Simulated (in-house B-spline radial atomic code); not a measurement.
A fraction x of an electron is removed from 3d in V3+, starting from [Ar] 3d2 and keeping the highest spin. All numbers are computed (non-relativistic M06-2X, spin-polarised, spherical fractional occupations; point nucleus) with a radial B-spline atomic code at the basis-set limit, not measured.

Caution: exact exchange at fractional occupations of open shells leaves self-interaction of up to several eV.

```
   x  E(x) - E(0) (eV)  3d up level (eV)
   0            0.0000           -37.008
0.04            1.4921           -37.599
0.24            9.3101           -40.593
0.35           13.8674           -42.271
0.41           16.4314           -43.195
 0.5           20.3817           -44.593
0.54           22.1779           -45.219
0.64           26.7784           -46.795
0.76           32.5085           -48.710
0.98           43.6165           -52.285
   1           44.6655           -52.615
```

The exact functional would give a straight line between the two integer points. Deviations E(x) - E(0) - x[E(1) - E(0)], in eV: -0.295 at x = 0.04, -1.41 at x = 0.24, -1.766 at x = 0.35, -1.881 at x = 0.41, -1.951 at x = 0.5, -1.941 at x = 0.54, -1.808 at x = 0.64, -1.437 at x = 0.76, -0.156 at x = 0.98.

The curve lies below the straight line by up to 1.951 eV (at x = 0.5): convex, the delocalisation error, to which spherically averaged exact exchange adds.

(1) How well does Slater's transition state (minus the level at half occupation) give the ionisation energy?

Answers

(1) It gives 44.593 eV against 44.666 eV from the two total energies; NIST lists 46.71 eV, ground level to ground level. The end point has an open shell averaged over its orbitals, so its exact exchange keeps a self-interaction and this is no true integer point.
